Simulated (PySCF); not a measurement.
Radial density of Yb³³⁺ (ytterbium, charge +33)

UHF, [Kr] 4d1, 2D determinant. All numbers are calculated (PySCF 2.14, the spin-free X2C one-electron Hamiltonian (Gaussian nucleus), in an uncontracted even-tempered set (19 s from 2.8 bohr⁻², ratio 2.5; 14 p from 3.6 bohr⁻², ratio 2.5; 9 d from 3.6 bohr⁻², ratio 2.5; 4 f from 15 bohr⁻², ratio 2.7; 3 g from 22 bohr⁻², ratio 2.7)).

```csv
r (bohr),4πr²ρ (e/bohr),4πr²(ρα − ρβ)
0.0216,85.63,0.0040
0.0364,97.06,0.0453
0.0612,126.3,0.3199
0.103,92.43,1.0391
0.173,111.1,0.5634
0.291,43.58,0.7522
0.490,26.94,2.7355
0.824,1.612,0.2048
1.39,0.001500,0.0003
```

Densities and radii are taken from the X2C orbitals without a picture-change correction, which distorts them close to the nucleus.

Spin-orbit coupling, absent here, splits the open shell strongly.
